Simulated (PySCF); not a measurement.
Level sweep

Species: C2H6GeN2.
Structure used (PBE0-D3(BJ)/def2-SVP), in Å, numbered top down from 1:
```xyz
11
C2H6GeN2 angstrom
N     -1.0368    2.1384   -0.0463
C     -1.1515    1.0027   -0.2483
C     -1.2090   -0.4246   -0.4690
Ge     0.3697   -1.2847    0.3607
N      1.7956   -0.3820   -0.3401
H     -1.1920   -0.6362   -1.5489
H     -2.1362   -0.8406   -0.0461
H      0.4583   -2.7499   -0.0957
H      0.1908   -1.2015    1.8942
H      2.7079   -0.7893   -0.1564
H      1.8205    0.6076   -0.1044
```

PySCF, dipoles from the SCF density, polarisabilities from static response with core orbitals frozen. The structure is a single PBE0-D3(BJ)/def2-SVP conformer in the gas phase; no vibrational or solvent corrections. The LDA/def2-SVPD calculation is non-relativistic and has no spin–orbit coupling, an omission that weighs most on germanium.

Question: Compare the levels for these properties.

Answer: 

```tsv
level	μ (D)	α (au)	anisotropy (au)
LDA/def2-SVPD	3.871	70.25	20.23
PBE/def2-SVPD	3.738	69.18	19.97
B3LYP/def2-SVPD	3.829	67.18	19.03
PBE0/def2-SVPD	3.836	66.39	18.84
BHandHLYP/def2-SVPD	3.937	64.48	18.00
CAM-B3LYP/def2-SVPD	3.893	66.00	18.28
wB97X-D/def2-SVPD	3.892	66.06	18.26
LC-wPBE/def2-SVPD	3.885	64.28	17.66
HF/def2-SVPD	4.049	61.74	16.86
PBE0/6-31G*	3.645	54.26	20.19
PBE0/def2-SVP	3.596	56.18	19.80
PBE0/aug-cc-pVDZ	3.862	68.13	19.00
PBE0/def2-TZVP	3.834	63.70	20.28
PBE0/def2-TZVPD	3.863	67.84	18.96
```

The anisotropy is √(½[(α1 − α2)² + (α2 − α3)² + (α3 − α1)²]). The dipole runs from 3.60 D (PBE0/def2-SVP) to 4.05 D (HF/def2-SVPD). No reference polarisability is at hand; against PBE0 in the largest diffuse basis at hand (def2-TZVPD) the other PBE0 rows deviate by 6-31G* -20%, def2-SVP -17%, def2-SVPD -2%, aug-cc-pVDZ 0%, def2-TZVP -6%. In one basis (def2-SVPD) the functionals order the polarisability from HF (lowest) to LDA (highest), a spread of 14%. With PBE0 the polarisability is 58.05 au without diffuse functions (mean of 6-31G*, def2-SVP and def2-TZVP) and 67.46 au with them (mean of def2-SVPD, aug-cc-pVDZ and def2-TZVPD).
